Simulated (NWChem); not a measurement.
System: C$_{2}$H$_{7}$InO; SMILES [CH3][In]([CH3])[OH]

Here is an NWChem input.

```
start job
memory heap 200 mb stack 900 mb global 1100 mb
geometry units angstroms noautoz
  In     0.007269    -0.005543     0.001493
  C     -0.781829    -2.017795     0.000063
  H     -0.442995    -2.549298    -0.901844
  H     -1.880561    -2.012612     0.018155
  H     -0.413131    -2.562643     0.882001
  C     -0.848097     1.967905     0.002461
  H     -1.390411     2.149732    -0.937297
  H     -0.037308     2.702962     0.098229
  H     -1.553798     2.090984     0.836856
  O      2.018267     0.155779    -0.000879
  H      2.486187    -0.685595    -0.007372
end
basis spherical
  * library def2-svp
end
ecp
  In library def2-ecp
end
dft
  xc xpbe96 cpbe96
  iterations 150
  vectors input atomic output neutral.movecs
end
task dft energy
charge 1
dft
  odft
  mult 2
  vectors input atomic output cation.movecs
end
task dft energy
```

NWChem printed, in part:

```
             Northwest Computational Chemistry Package (NWChem) 7.3.0
             --------------------------------------------------------

 C1  symmetry detected

                             Geometry "geometry" -> ""
                             -------------------------

 Output coordinates in angstroms (scale by  1.889725989 to convert to a.u.)

  No.       Tag          Charge          X              Y              Z
 ---- ---------------- ---------- -------------- -------------- --------------
    1 In                  49.0000    -0.03845313    -0.00502965     0.00053848
    2 C                    6.0000    -0.72204938    -2.05552487    -0.00061302
    3 H                    1.0000    -0.35524862    -2.56912773    -0.90195061
    4 H                    1.0000    -1.81958593    -2.10736584     0.01648188
    5 H                    1.0000    -0.32639046    -2.58010969     0.88192706
    6 C                    6.0000    -0.99508949     1.92136470    -0.00024139
    7 H                    1.0000    -1.54523569     2.07438124    -0.94057948
    8 H                    1.0000    -0.22363231     2.69755422     0.09589781
    9 H                    1.0000    -1.70700255     2.00802328     0.83345367
   10 O                    8.0000     1.96146325     0.26044622    -0.00009281
   11 H                    1.0000     2.47242606    -0.55551122    -0.00574716

 Effective nuclear repulsion energy (a.u.)     371.2289527815

 Summary of "ao basis" -> "ao basis" (spherical)
 ------------------------------------------------------------------------------
       Tag                 Description            Shells   Functions and Types
 ---------------- ------------------------------  ------  ---------------------
 In                         def2-svp                10       26   4s4p2d
 C                          def2-svp                 6       14   3s2p1d
 H                          def2-svp                 3        5   2s1p
 O                          def2-svp                 6       14   3s2p1d

            General Information
            -------------------
          SCF calculation type: DFT
          Wavefunction type:  closed shell.
          No. of atoms     :    11
          No. of electrons :    48
           Alpha electrons :    24
            Beta electrons :    24
          Charge           :     0
          Spin multiplicity:     1
          Use of symmetry is: off; symmetry adaption is: off
          Maximum number of iterations: 150
          AO basis - number of functions:   103
                     number of shells:    49
          Convergence on energy requested:  1.00D-06
          Convergence on density requested:  1.00D-05
          Convergence on gradient requested:  5.00D-04

              XC Information
              --------------
          PerdewBurkeErnzerhof Exchange Functional  1.000
            Perdew 1991 LDA Correlation Functional  1.000 local
           PerdewBurkeErnz. Correlation Functional  1.000 non-local

             Grid Information
             ----------------
          Grid used for XC integration:  medium
          Radial quadrature: Mura-Knowles
          Angular quadrature: Lebedev.
          Tag              B.-S. Rad. Rad. Pts. Rad. Cut. Ang. Pts.
          ---              ---------- --------- --------- ---------
          In                  1.55      123           9.0       590
          C                   0.70       49          12.0       434
          H                   0.35       45          13.0       434
          O                   0.60       49          11.0       434
          Grid pruning is: on
          Number of quadrature shells:   585
          Spatial weights used:  Erf1

      Superposition of Atomic Density Guess
      -------------------------------------

 Sum of atomic energies:        -371.48602988

      Non-variational initial energy
      ------------------------------

 Total energy =    -344.046287
 1-e energy   =    -923.078441
 2-e energy   =     387.275112
 HOMO         =      -0.311545
 LUMO         =      -0.021197

   convergence    iter        energy       DeltaE   RMS-Dens  Diis-err
 ---------------- ----- ----------------- --------- --------- ---------
 d= 0,ls=0.0,diis     1   -345.3499070654 -5.37D+02  3.13D-02  8.59D-01
 d= 0,ls=0.0,diis     2   -343.4862537588  1.86D+00  2.69D-02  1.36D+01
 d= 0,ls=0.0,diis     3   -345.4475922910 -1.96D+00  4.30D-03  9.71D-02
 d= 0,ls=0.0,diis     4   -345.4521623417 -4.57D-03  1.98D-03  7.45D-02
 d= 0,ls=0.0,diis     5   -345.4621910598 -1.00D-02  4.27D-04  2.70D-03
  Resetting Diis
 d= 0,ls=0.0,diis     6   -345.4625013585 -3.10D-04  1.39D-04  2.53D-04
 d= 0,ls=0.0,diis     7   -345.4625316762 -3.03D-05  1.83D-04  5.27D-05
 d= 0,ls=0.0,diis     8   -345.4624896219  4.21D-05  1.22D-04  4.06D-04
 d= 0,ls=0.0,diis     9   -345.4625386909 -4.91D-05  1.88D-05  4.76D-06
 d= 0,ls=0.0,diis    10   -345.4625392375 -5.47D-07  6.24D-06  6.65D-07

         Total DFT energy =     -345.462539237460
      One electron energy =     -927.614550859266
           Coulomb energy =      428.932498588800
    Exchange-Corr. energy =      -38.537529429920
 Nuclear repulsion energy =      191.757042462926

 Numeric. integr. density =       48.000016812482

                       DFT Final Molecular Orbital Analysis
                       ------------------------------------

 Vector   22  Occ=2.000000D+00  E=-2.368925D-01
              MO Center=  1.0D-01,  7.6D-01,  1.2D-04, r^2= 4.0D+00
   Bfn.  Coefficient  Atom+Function         Bfn.  Coefficient  Atom+Function
  ----- ------------  ---------------      ----- ------------  ---------------
    60      0.329705   6 C  py               88     -0.296365  10 O  px
    12     -0.231833   1 In py               11      0.202450   1 In px
    91     -0.198537  10 O  px               63      0.196816   6 C  py
    89     -0.174258  10 O  py               59     -0.159449   6 C  px
    31      0.148549   2 C  py               92     -0.134590  10 O  py

[...]
```

Level: PBE/def2-SVP with def2 effective core potentials on In, vertical spin-unrestricted ions. All runs use the structure optimised with PBE0/def2-SVP. No frequency run checked for a minimum. def2 effective core potentials on In; no spin-orbit coupling.
